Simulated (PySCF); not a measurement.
Precursor series Zn NH2-CH3. Isolated molecules, 0 K electronic values unless said otherwise. One relaxed conformer stands for each flexible species; it need not be the lowest.

The HOMO–LUMO gap from two functionals at the same geometries (BP86-D3(BJ)/def2-SVP), both in PySCF: PBE-D3(BJ)/def2-TZVP and B3LYP-D3(BJ)/def2-TZVP. B3LYP has the VWN-RPA correlation part, as in Gaussian. 

```csv
species,PBE-D3(BJ)/def2-TZVP (eV)
0 of 2 NH2 replaced by CH3 ([Zn(NH2)2]),4.31
1 of 2 NH2 replaced by CH3 ([Zn(NH2)(CH3)]),4.57
2 of 2 NH2 replaced by CH3 ([Zn(CH3)2]),5.49
```

Question: What does B3LYP-D3(BJ)/def2-TZVP give for each?

Answer: 
- 0 of 2 NH2 replaced by CH3 ([Zn(NH2)2]): 5.87
- 1 of 2 NH2 replaced by CH3 ([Zn(NH2)(CH3)]): 6.09
- 2 of 2 NH2 replaced by CH3 ([Zn(CH3)2]): 6.84
Over these rows, drawn at random from the members with no instability flagged (it was tested for open shells, ions and some series alone), PBE minus B3LYP-D3(BJ): mean -1.48 eV, from -1.56 eV to -1.35 eV.
